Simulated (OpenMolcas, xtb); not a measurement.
# GeClF (SMILES [F][Ge][Cl]): the HOMO–LUMO gap, rung by rung

GeClF has 3 atoms, charge 0, and is taken as a singlet. SMILES: `[F][Ge][Cl]`. The shape is that of a PBE0-D4/def2-TZVP optimisation.

```xyz
3

F     0.1104    1.4187    0.2062
Ge   -0.7628    0.0356   -0.4103
Cl    0.6416   -1.5191    0.1910
```

Each level gives the HOMO–LUMO gap (eV). The values are calculated.

| level | kind | program | value (eV) |
| --- | --- | --- | --- |
| GFN1-xTB | semi-empirical | xtb | 2.91 |
| HF/def2-TZVP | Hartree–Fock | OpenMolcas | 11.20 |
| SVWN5/def2-TZVP | LDA | OpenMolcas | 3.62 |
| BLYP/def2-TZVP | GGA | OpenMolcas | 3.64 |
| M06-L/def2-TZVP | meta-GGA | OpenMolcas | 4.00 |
| r2SCAN/def2-TZVP | meta-GGA | OpenMolcas | 4.01 |
| PBE0/def2-TZVP | global hybrid | OpenMolcas | 5.59 |
| B2PLYP/def2-TZVP | double hybrid | OpenMolcas | 7.68 |

All-electron rows without a relativistic Hamiltonian named are non-relativistic. The values span 2.91 to 11.20 eV. Orbital gaps aren't excitation energies, and those of double hybrids come from the SCF part alone; they tend to grow with the share of exact exchange.
